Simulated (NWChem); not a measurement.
System: GeHCl3; SMILES [Cl][GeH]([Cl])[Cl]

Output (shortened):

```
             Northwest Computational Chemistry Package (NWChem) 7.3.0
             --------------------------------------------------------

 C3  symmetry detected

                             Geometry "geometry" -> ""
                             -------------------------

 Output coordinates in angstroms (scale by  1.889725989 to convert to a.u.)

  No.       Tag          Charge          X              Y              Z
 ---- ---------------- ---------- -------------- -------------- --------------
    1 Ge                  32.0000     0.00000000    -0.00000000     0.43597532
    2 Cl                  17.0000     0.52104186     1.93287587    -0.31203168
    3 Cl                  17.0000     1.41339867    -1.41767343    -0.31203168
    4 Cl                  17.0000    -1.93444054    -0.51520244    -0.31203168
    5 H                    1.0000     0.00000000    -0.00000000     1.96240532

 Effective nuclear repulsion energy (a.u.)     556.4354782254

      Symmetry information
      --------------------

 Group name             C3
 Group number              5
 Group order               3
 No. of unique centers     3

                                 NWChem DFT Module
                                 -----------------

 Summary of "ao basis" -> "ao basis" (spherical)
 ------------------------------------------------------------------------------
       Tag                 Description            Shells   Functions and Types
 ---------------- ------------------------------  ------  ---------------------
 Ge                          6-31g*                 12       32   5s4p3d
 Cl                          6-31g*                  8       18   4s3p1d
 H                           6-31g*                  2        2   2s

      Symmetry analysis of basis
      --------------------------

        a          32
        e+         28
        e-         28

  Rotation of axis

            General Information
            -------------------
          SCF calculation type: DFT
          Wavefunction type:  closed shell.
          No. of atoms     :     5
          No. of electrons :    84
           Alpha electrons :    42
            Beta electrons :    42
          Charge           :     0
          Spin multiplicity:     1
          Use of symmetry is: on ; symmetry adaption is: on
          Maximum number of iterations: 200
          AO basis - number of functions:    88
                     number of shells:    38
          Convergence on energy requested:  1.00D-06
          Convergence on density requested:  1.00D-05
          Convergence on gradient requested:  5.00D-04

              XC Information
              --------------
                      r^2SCAN Method XC Functional
               r^2SCAN metaGGA Exchange Functional  1.000
                     r^2SCAN Correlation Potential  1.000

             Grid Information
             ----------------
          Grid used for XC integration:  medium
          Radial quadrature: Mura-Knowles
          Angular quadrature: Lebedev.
          Tag              B.-S. Rad. Rad. Pts. Rad. Cut. Ang. Pts.
          ---              ---------- --------- --------- ---------
          Ge                  1.25      112           8.0       590
          Cl                  1.00       88          10.0       590
          H                   0.35       45           9.0       434
          Grid pruning is: on
          Number of quadrature shells:   245
          Spatial weights used:  Erf1

      Non-variational initial energy
      ------------------------------

 Total energy =     556.435478
 1-e energy   =       0.000000
 2-e energy   =       0.000000
 HOMO         =     -25.854287
 LUMO         =     -25.851400

      Symmetry analysis of molecular orbitals - initial
      -------------------------------------------------

  Numbering of irreducible representations:

     1 a           2 e+          3 e-

  Orbital symmetries:

     1 a           2 a           3 e+          4 e+          5 a
     6 e+          7 e+          8 a           9 a          10 e+
    11 e+         12 a          13 e+         14 e+         15 e+
    16 e+         17 a          18 e+         19 e+         20 a
    21 a          22 e+         23 e+         24 a          25 e+
    26 e+         27 e+         28 e+         29 a          30 e+
    31 e+         32 a          33 e+         34 e+         35 a
    36 e+         37 e+         38 e+         39 e+         40 a
    41 a          42 a          43 e+         44 e+         45 a
    46 e+         47 e+         48 e+         49 e+         50 a
    51 a          52 e+

   convergence    iter        energy       DeltaE   RMS-Dens  Diis-err
 ---------------- ----- ----------------- --------- --------- ---------
 d= 0,ls=0.0,diis     1  -3360.0930761590 -3.92D+03  5.33D-01  1.78D+02
 d= 0,ls=0.0,diis     2  -3175.5879316318  1.85D+02  5.18D-01  2.53D+02
 d= 0,ls=0.5,diis     3  -3441.6591682810 -2.66D+02  4.42D-02  1.61D+02
 d= 0,ls=0.5,diis     4  -3450.6998945640 -9.04D+00  3.16D-02  7.47D+01
 d= 0,ls=0.5,diis     5  -3454.8444031295 -4.14D+00  6.78D-02  2.44D+01
 d= 0,ls=0.5,diis     6  -3457.5069579572 -2.66D+00  1.29D-02  3.45D+00
 d= 0,ls=0.5,diis     7  -3457.8190086305 -3.12D-01  5.70D-03  2.83D-01
 d= 0,ls=0.5,diis     8  -3457.8700208172 -5.10D-02  2.52D-03  3.94D-02
  Resetting Diis
 d= 0,ls=0.5,diis     9  -3457.8784784173 -8.46D-03  1.33D-03  2.93D-02
 d= 0,ls=0.5,diis    10  -3457.8819907952 -3.51D-03  1.07D-03  3.84D-03
 d= 0,ls=0.5,diis    11  -3457.8832730517 -1.28D-03  5.14D-04  9.04D-04
 d= 0,ls=0.5,diis    12  -3457.8835548252 -2.82D-04  2.67D-04  3.02D-04
 d= 0,ls=0.5,diis    13  -3457.8836463698 -9.15D-05  1.66D-04  9.19D-05
 d= 0,ls=0.5,diis    14  -3457.8836820897 -3.57D-05  1.08D-04  3.25D-05
 d= 0,ls=0.5,diis    15  -3457.8836973067 -1.52D-05  7.18D-05  1.46D-05
 d= 0,ls=0.5,diis    16  -3457.8837040203 -6.71D-06  4.71D-05  6.52D-06
 d= 0,ls=0.5,diis    17  -3457.8837069758 -2.96D-06  3.13D-05  2.78D-06
 d= 0,ls=0.5,diis    18  -3457.8837082693 -1.29D-06  2.08D-05  1.22D-06
 d= 0,ls=0.5,diis    19  -3457.8837088402 -5.71D-07  1.41D-05  5.70D-07
 d= 0,ls=0.5,diis    20  -3457.8837091016 -2.61D-07  9.50D-06  2.61D-07

         Total DFT energy =    -3457.883709220852
      One electron energy =    -5909.325216051240
           Coulomb energy =     2059.153499290337
    Exchange-Corr. energy =     -164.147470685332
 Nuclear repulsion energy =      556.435478225383

 Numeric. integr. density =       83.999994446068

                  Occupations of the irreducible representations
                  ----------------------------------------------

                     irrep           alpha         beta
                     --------     --------     --------
                     a                16.0         16.0
                     e+               26.0         26.0
                     e-                0.0          0.0

                       DFT Final Molecular Orbital Analysis
                       ------------------------------------

 Vector   40  Occ=2.000000D+00  E=-3.156049D-01  Symmetry=e+
              MO Center=  5.9D-01,  3.2D-01, -2.6D-01, r^2= 4.7D+00
   Bfn.  Coefficient  Atom+Function         Bfn.  Coefficient  Atom+Function
  ----- ------------  ---------------      ----- ------------  ---------------
    41      0.411083  2 Cl pz                59     -0.357329  3 Cl pz
    40      0.319901  2 Cl py                58      0.289128  3 Cl py
    76      0.237955  4 Cl py                45      0.222046  2 Cl pz
    63     -0.193011  3 Cl pz                44      0.163389  2 Cl py
    37     -0.160630  2 Cl pz                62      0.146274  3 Cl py

 Vector   41  Occ=2.000000D+00  E=-3.156049D-01  Symmetry=e+
              MO Center= -5.9D-01, -3.2D-01, -2.6D-01, r^2= 4.7D+00
   Bfn.  Coefficient  Atom+Function         Bfn.  Coefficient  Atom+Function
  ----- ------------  ---------------      ----- ------------  ---------------
    77      0.443643  4 Cl pz                75     -0.326701  4 Cl px
    57     -0.275528  3 Cl px                59     -0.268374  3 Cl pz
    39     -0.244755  2 Cl px                81      0.239633  4 Cl pz
    41     -0.175269  2 Cl pz                73     -0.173353  4 Cl pz
    79     -0.167171  4 Cl px                63     -0.144962  3 Cl pz

 Vector   42  Occ=2.000000D+00  E=-3.059824D-01  Symmetry=a
              MO Center=  5.9D-15, -4.5D-13, -3.1D-01, r^2= 5.2D+00
   Bfn.  Coefficient  Atom+Function         Bfn.  Coefficient  Atom+Function
  ----- ------------  ---------------      ----- ------------  ---------------
    39      0.422219  2 Cl px                76      0.422558  4 Cl py
    57     -0.309674  3 Cl px                58     -0.308746  3 Cl py
    43      0.228061  2 Cl px                80      0.228243  4 Cl py
    61     -0.167267  3 Cl px                62     -0.166771  3 Cl py
    35     -0.164488  2 Cl px                72     -0.164620  4 Cl py

 Vector   43  Occ=0.000000D+00  E=-8.585127D-02  Symmetry=a
              MO Center= -4.8D-15, -2.2D-14,  9.4D-02, r^2= 4.3D+00
   Bfn.  Coefficient  Atom+Function         Bfn.  Coefficient  Atom+Function
  ----- ------------  ---------------      ----- ------------  ---------------
    10      1.086901  1 Ge s                 14     -0.412917  1 Ge s
    88      0.341294  5 H  s                 40     -0.323722  2 Cl py
    75      0.323980  4 Cl px                44     -0.317968  2 Cl py
    79      0.318223  4 Cl px                13      0.289453  1 Ge pz
     6     -0.282144  1 Ge s                 57     -0.236723  3 Cl px

 Vector   44  Occ=0.000000D+00  E=-2.370151D-02  Symmetry=e+
              MO Center=  2.1D-02, -4.0D-02,  5.0D-01, r^2= 4.2D+00
   Bfn.  Coefficient  Atom+Function         Bfn.  Coefficient  Atom+Function
  ----- ------------  ---------------      ----- ------------  ---------------
    12      0.665982  1 Ge py                16      0.652123  1 Ge py
    11      0.490860  1 Ge px                42     -0.485075  2 Cl s
    15      0.480656  1 Ge px                78      0.406369  4 Cl s
    44      0.323119  2 Cl py                79      0.290719  4 Cl px
    40      0.210233  2 Cl py                45     -0.204824  2 Cl pz

 Vector   45  Occ=0.000000D+00  E=-2.370151D-02  Symmetry=e+
              MO Center= -2.1D-02,  4.0D-02,  5.0D-01, r^2= 4.2D+00
   Bfn.  Coefficient  Atom+Function         Bfn.  Coefficient  Atom+Function
  ----- ------------  ---------------      ----- ------------  ---------------
    11      0.665982  1 Ge px                15      0.652123  1 Ge px
    60     -0.514675  3 Cl s                 12     -0.490860  1 Ge py
    16     -0.480656  1 Ge py                78      0.325500  4 Cl s
    62     -0.259496  3 Cl py                43     -0.249926  2 Cl px
    80      0.236776  4 Cl py                63     -0.217323  3 Cl pz

     Multipole analysis of the density
     ---------------------------------

     L   x y z        total         alpha         beta         nuclear
     -   - - -        -----         -----         ----         -------
     0   0 0 0     -0.000000    -42.000000    -42.000000     84.000000

     1   1 0 0     -0.000000     -0.000000     -0.000000      0.000000
     1   0 1 0     -0.000000     -0.000000     -0.000000     -0.000000
     1   0 0 1      0.674540      0.337270      0.337270      0.000000

     2   2 0 0    -42.680852   -203.805904   -203.805904    364.930957
     2   1 1 0     -0.000000     -0.000000     -0.000000      0.000000
     2   1 0 1      0.000000      0.000000      0.000000      0.000000
     2   0 2 0    -42.680852   -203.805904   -203.805904    364.930957
     2   0 1 1      0.000000      0.000000      0.000000      0.000000
     2   0 0 2    -39.471718    -46.338450    -46.338450     53.205181

            General Information
            -------------------
          SCF calculation type: DFT
          Wavefunction type:  closed shell.
          No. of atoms     :     5
          No. of electrons :    84
           Alpha electrons :    42
            Beta electrons :    42
          Charge           :     0
          Spin multiplicity:     1
          Use of symmetry is: on ; symmetry adaption is: on
          Maximum number of iterations: 200
          AO basis - number of functions:    88
                     number of shells:    38
          Convergence on energy requested:  1.00D-06
          Convergence on density requested:  1.00D-05
          Convergence on gradient requested:  5.00D-04

              XC Information
              --------------
                      r^2SCAN Method XC Functional
               r^2SCAN metaGGA Exchange Functional  1.000
                     r^2SCAN Correlation Potential  1.000

             Grid Information
             ----------------
          Grid used for XC integration:  medium
          Radial quadrature: Mura-Knowles
          Angular quadrature: Lebedev.
          Tag              B.-S. Rad. Rad. Pts. Rad. Cut. Ang. Pts.
          ---              ---------- --------- --------- ---------
          Ge                  1.25      112           8.0       590
          Cl                  1.00       88          10.0       590
          H                   0.35       45           9.0       434
          Grid pruning is: on
          Number of quadrature shells:   245
          Spatial weights used:  Erf1

          Convergence Information
          -----------------------
          Convergence aids based upon iterative change in
          total energy or number of iterations.
          Levelshifting, if invoked, occurs when the
          HOMO/LUMO gap drops below (HL_TOL):  1.00D-02
          DIIS, if invoked, will attempt to extrapolate
          using up to (NFOCK): 10 stored Fock matrices.

                    Damping( 0%)  Levelshifting(0.5)       DIIS
                  --------------- ------------------- ---------------
          dE  on:    start            ASAP                start
          dE off:    2 iters        200 iters           200 iters

                            NWChem DFT Gradient Module
                            --------------------------

  charge          =   0.00
  wavefunction    = closed shell

  Rotation of axis
  Using symmetry

                         DFT ENERGY GRADIENTS

    atom               coordinates                        gradient
                 x          y          z           x          y          z
   1 Ge      0.000000  -0.000000   0.823874    0.000000   0.000000  -0.000055
   2 Cl      0.984626   3.652606  -0.589654   -0.000412  -0.001536   0.000277
   3 Cl      2.670936  -2.679014  -0.589654   -0.001125   0.001125   0.000277
   4 Cl     -3.655563  -0.973591  -0.589654    0.001537   0.000411   0.000277
   5 H       0.000000  -0.000000   3.708408   -0.000000   0.000000  -0.000775
```

Level: r2SCAN/6-31G* (spherical d). The geometry was optimised at PBE0/def2-SVP.

### Question
Reconstruct the input file.

### Answer
Several could match; the one computed here: the input that was run:
```
start job
memory heap 200 mb stack 900 mb global 1100 mb
geometry units angstroms noautoz
  Ge     0.000000     0.000000     0.435165
  Cl    -0.489539     1.941094    -0.312842
  Cl     1.925806    -0.546594    -0.312842
  Cl    -1.436267    -1.394500    -0.312842
  H      0.000000     0.000000     1.961595
end
basis spherical
  * library 6-31g*
end
dft
  xc r2scan
  iterations 200
  vectors input hcore
end
task dft gradient
```
